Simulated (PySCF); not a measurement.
Sn(F)(Cl)2(OH) (Cl2FHOSn), SMILES [OH][Sn]([F])([Cl])[Cl].

Geometry: B3LYP-D3(BJ)/def2-SVP. The structure was generated by enumeration; whether it is a known compound was not checked. The def2 effective core potentials stand for the cores of Sn; spin–orbit coupling is left out. Other conformers were not sampled.

Method: M06-2X/def2-TZVP run with PySCF.

Estimate the frontier levels, gap, dipole moment and polarisability. (The exact figures need the calculation; the answer reports its results.)


```
Quantity                                                                                                       Result
---------------------------------------------------------------------------------------------  ----------------------
highest occupied level                                                                                      -11.21 eV
lowest empty level                                                                                           -2.19 eV
orbital gap                                                                                                   9.03 eV
dipole moment                                                                                                  0.91 D
quadrupole, principal values (traceless, Buckingham form, about the centre of nuclear charge)   -7.61, 0.01, 7.59 D·Å
mean static polarisability                                                                       61.3 bohr³ (9.08 Å³)
polarisability, principal values                                                               49.8, 61.8, 72.3 bohr³
```
